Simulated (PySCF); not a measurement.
# Converging GeS in the basis (PBE0)

PySCF, UKS reference; singlet, unpaired electrons none; De to Ge + S without counterpoise correction.

```tsv
basis	relativity	functions	Re (Å)	ωe (cm⁻¹)	De (eV)	μ (D)
x2c-SVPall	spin-free X2C	50	2.014	593	5.60	-2.06
cc-pVTZ-PP/cc-pV(T+d)Z	scalar-relativistic core potentials	78	2.013	589	5.61	-2.29
def2-TZVPP	no relativity	90	2.014	593	5.66	-2.21
```

(1) How does each smaller set differ from the one with most functions, def2-TZVPP?

A positive dipole means Ge(−)S(+). Measured (Huber and Herzberg, Constants of Diatomic Molecules (1979)): Re = 2.012086 Å, ωe = 575.8 cm⁻¹. 

Results:

(1) x2c-SVPall: +0.0 pm, +0.0 % in ωe, -0.06 eV in De; cc-pVTZ-PP/cc-pV(T+d)Z: -0.1 pm, -0.7 % in ωe, -0.05 eV in De. All at PBE0; the set with most functions is neither the basis-set limit nor always the best. The rows treat relativity differently, so the differences are not basis effects alone.
